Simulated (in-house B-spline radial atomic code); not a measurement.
Configurations of Ba²⁺, with energies counted from [Kr] 4d10 5s2 5p6. Level of theory: scalar-relativistic (X2C) LC-wPBE, spin-polarised, spherical fractional occupations, exact exchange averaged over the configuration, Fermi nucleus of rms radius 4.8378 fm; calculated with a B-spline radial code for spherical atoms. Shells without spins written out take the highest spin.

Occupations are held fixed; configurations that lie above the ionisation limit could autoionise.

```
                     configuration  E - E(ref) (eV)  highest orbital  its <r> (bohr)
             [Kr] 4d10 4f1 5s2 5p5            20.98            4f up           1.588
              [Kr] 4d9 5s2 5p6 5d1           93.133            5d up           2.559
[Ar] 3d10 4s2 4p5 4d10 4f1 5s2 5p6           184.28            4f up           1.247
[Ar] 3d10 4s2 4p5 4d10 5s2 5p6 6s1           187.75            6s up           3.729
 [Ar] 3d9 4s2 4p6 4d10 4f1 5s2 5p6           781.64            4f up           1.199
 [Ar] 3d9 4s2 4p6 4d10 5s2 5p6 6p1           789.34            6p up           4.453
```

(1) Order these further configurations by energy, lowest first.
A. [Kr] 4d10 5s2 5p5 6p1
B. [Kr] 4d10 5s2 5p5 5d1
C. [Kr] 4d10 5s1 5p6 6f1
D. [Kr] 4d10 5s2 5p5 6f1
E. [Ar] 3d9 4s2 4p6 4d10 5s2 5p6 5f1

(2) How far above the reference does [Ar] 3d10 4s2 4p5 4d10 5s2 5p6 6f1 lie?

Results:

(1) B (17.848 eV), A (23.136 eV), D (31.451 eV), C (48.236 eV), E (795 eV).

(2) 199.79 eV; its least bound orbital is 6f up with <r> = 10.32 bohr.
